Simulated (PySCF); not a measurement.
Positional isomers: phenanthrene mercapto. Gas-phase values, no solvent. One relaxed conformer stands for each flexible species; it need not be the lowest. Strings in code marks are SMILES.

These are PBE0-D4/def2-SVP run with PySCF values and carry that method's errors. Excitations are Tamm–Dancoff values on a coarser integration grid. The basis has no diffuse functions, so Rydberg states are missing or too high.

| species | S1–T1 gap (TDA) (eV) | HOMO (eV) | T1 excitation (TDA) (eV) | brightest of the four lowest singlets (TDA) (eV) | S1 oscillator strength |
|---|---|---|---|---|---|
| `Sc1cc2ccccc2c2ccccc12` (H–S–C–C torsion 128°) | 1.09 | -6.21 | 2.93 | 4.25 | 0.002 |
| `c1c2ccc3cc(ccc3c2ccc1)S` (H–S–C–C torsion 0°) | 0.91 | -6.06 | 2.99 | 4.93 | 0.006 |
| `c1(cc2c(cc1)ccc1ccccc21)S` (H–S–C–C torsion 180°) | 0.99 | -5.95 | 2.93 | 4.22 | 0.013 |
| `c12c3cccc(S)c3ccc2cccc1` (H–S–C–C torsion 127°) | 1.08 | -6.23 | 2.93 | 4.22 | 0.003 |
